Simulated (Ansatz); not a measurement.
Coupled-cluster run, CH5BClNO (`NB(Cl)CO`).

```yaml
crystal:
  periodic: [false, false, false]
  atoms:
    - {symbol: N, position_ang: [0.479434, 1.142254, 0.876345]}
    - {symbol: B, position_ang: [-0.154417, -0.081651, 0.767884]}
    - {symbol: Cl, position_ang: [-0.933160, -0.810315, 2.188678]}
    - {symbol: C, position_ang: [-0.185356, -0.855034, -0.604447]}
    - {symbol: O, position_ang: [0.358956, -0.105609, -1.690352]}
    - {symbol: H, position_ang: [0.553366, 1.668551, 1.728981]}
    - {symbol: H, position_ang: [0.968485, 1.522393, 0.081986]}
    - {symbol: H, position_ang: [-1.195978, -1.218516, -0.832946]}
    - {symbol: H, position_ang: [0.427257, -1.759594, -0.513052]}
    - {symbol: H, position_ang: [-0.318588, 0.497530, -2.003078]}
basis:
  gaussian: {orbitals: def2-TZVPP}
correlation: {method: ccsd_t}
```

```sh
$ ansatz run in.yaml --threads 2 --pin off --events-out ev --progress --plain --max-ram 32768MiB --backend cuda --devices 0, --max-vram 18GiB
```

The program prints (abridged):

```
Functional definition: HF
1417 factors; integrals over basis functions are off by at most 1.2e-3 eV
mean field evaluation 1: about -17804.6867 eV, gradient 4.3e1 eV
mean field evaluation 2: about -17804.8989 eV, gradient 4.3e1 eV
mean field evaluation 4: about -17808.7767 eV, gradient 4.0e0 eV
mean field evaluation 8: about -17808.8333 eV, gradient 2.9e-1 eV
mean field -17808.83364386 eV, -654.4625651507 hartree, gradient 1.9e-6 eV, S^2 0.000000; 0 other end points of the search recorded, 0 dependent functions left out
9 core orbitals not correlated: weight in the atoms' cores, before any rotation towards them, 1.000 or more for the frozen orbitals, at most 0.000 for the correlated occupied ones
reference -17808.83364386 eV, -654.4625651507 hartree; 15, 15 occupied and 212, 212 virtual orbitals, 1417 factors
second order -24.81767569 eV of doubles, -0.00000000 eV of singles
cycle   1  -25.26353673 eV  change   -4.5e-1 eV  update   9.5e-2
cycle   2  -25.79136236 eV  change   -5.3e-1 eV  update   2.6e-2
cycle   3  -25.90123308 eV  change   -1.1e-1 eV  update   1.3e-2
cycle   4  -25.88956241 eV  change    1.2e-2 eV  update   3.5e-3
cycle   5  -25.88929327 eV  change    2.7e-4 eV  update   1.6e-3
cycle   6  -25.88977973 eV  change   -4.9e-4 eV  update   5.3e-4
cycle   7  -25.88943855 eV  change    3.4e-4 eV  update   1.9e-4
cycle   8  -25.88940671 eV  change    3.2e-5 eV  update   5.8e-5
cycle   9  -25.88942719 eV  change   -2.0e-5 eV  update   2.1e-5
perturbative correction -1.03017006 eV, -0.0378580515 hartree
Total energy: -17835.75324110 eV, -655.4518421028 hartree
```

Hardware: 2 threads of an AMD EPYC 7R13 on a shared host and a share of an NVIDIA H100 80 GB. Wall time 7.5 s, peak host memory 0.78 GiB.

MP2 recovers 92.2 % of the CCSD(T) correlation energy and the triples give 3.8 %; T1 = 0.0109.
